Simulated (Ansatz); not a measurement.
Members of the series CXY, Y = fluoro; each row names its spin state. All species are isolated molecules in the gas phase. One relaxed conformer stands for each flexible species; it need not be the lowest. Strings in code marks are SMILES.

Quantity: adiabatic spin-state energy, in eV. The DFT solution of `[CH]F` is unstable or spin-contaminated; the geometry comes from it. HF references are unrestricted for open shells and restricted for singlets. The restricted reference of `F[C]F`, `F[C]Cl` and `[CH]F` is unstable towards unrestricted orbitals.

A: `F[C]Cl`: multiplicity 3 minus multiplicity 1
B: `[CH]F`: multiplicity 3 minus multiplicity 1
C: `F[C]F`: multiplicity 3 minus multiplicity 1

Problem. Order them by adiabatic spin-state energy (lowest first) at the level frozen-core CCSD(T) with HF/cc-pVQZ and the correlation energy extrapolated as X^-3 from cc-pVTZ and cc-pVQZ // PBE0-D3(BJ)/def2-TZVP (Ansatz, a program for electronic structure).

Solution. B (0.65 eV), A (1.56 eV), C (2.48 eV)
